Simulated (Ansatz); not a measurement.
Total energies of `CO[B-](OC)(OC)Oc1ccc(F)cc1` from Ansatz at PBE0-D4/def2-SVP, gas phase (1 Eh = 27.2114 eV = 2625.5 kJ/mol). The reference geometry is relaxed at PBE-D4/def2-SVP.

```json
{"state": "charge -1 singlet", "geometry": "reference", "energy (Eh)": "-775.15234"}
{"state": "charge 0 doublet", "geometry": "reference", "energy (Eh)": "-775.01050"}
{"state": "charge 0 doublet", "geometry": "relaxed at PBE-D4/def2-SVP", "energy (Eh)": "-775.02199"}
```

Q: Work out the vertical ionisation energy to the doublet.

A: E(charge 0 doublet) − E(charge -1 singlet) = -775.01050 − (-775.15234) = 0.14184 Eh = 3.86 eV. For comparison, −ε of the highest occupied level is 2.15 eV at this level, 1.71 eV less.

Q: How much does the charge 0 doublet relax, and what is the adiabatic ionisation energy?

A: Relaxation: -775.01050 − (-775.02199) = 0.01149 Eh = 0.31 eV. Adiabatic ionisation energy: 0.13035 Eh = 3.55 eV, without zero-point energy.
